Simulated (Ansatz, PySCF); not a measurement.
Species: IBr, net charge 0, singlet state. 
Geometry from a B3LYP-D3(BJ)/def2-TZVP (Ansatz, an electronic-structure program) optimisation:
```
I
Br 1 2.4998
```

Total electronic energies in hartree. Valence correlation only, unless marked. No spin-orbit coupling. The frozen core is the preceding noble-gas configuration, with the filled d and f shells of earlier blocks. In def2 rows, elements after Kr have scalar-relativistic effective core potentials. STO-3G rows are all-electron and non-relativistic. CBS marks a two-point X^-3 extrapolation of the correlation energy; Hartree-Fock from the larger set. The bracket is a focal-point correction in the basis named.

```csv
level,program,energy (Eh)
HF/def2-TZVPPD,Ansatz,-2869.08285
HF/def2-QZVPPD,Ansatz,-2869.13394
BP86-D4/def2-TZVPD,PySCF + dftd4,-2872.28482
TPSS/def2-TZVPD,PySCF,-2871.66949
M06-L/def2-TZVPD,PySCF,-2871.94786
B3LYP-D3(BJ)/def2-TZVPD,Ansatz + dftd3,-2871.99871
PBE0/def2-SVP,Ansatz,-2871.25896
PBE0-D4/def2-TZVPD,Ansatz + dftd4,-2871.58743
PW6B95/def2-TZVPD,PySCF,-2873.18678
CCSD/def2-QZVPP,Ansatz,-2869.49564
CCSD(T)/STO-3G,Ansatz,-9395.38829
CCSD(T)/def2-SVP,Ansatz,-2868.99592
"RI-MP2/CBS(def2-TZVPPD,def2-QZVPPD)+[CCSD(T)-MP2]/def2-SVPD",Ansatz,-2869.5259
"RI-MP2/CBS(def2-TZVPPD,def2-QZVPPD)+[CCSD(T)-MP2]/def2-QZVPPD",Ansatz,-2869.5403
"CCSD(T)/CBS(def2-TZVPPD,def2-QZVPPD)",Ansatz,-2869.5411
```

Totals of different functionals don't rank their quality; only differences between species are comparable.
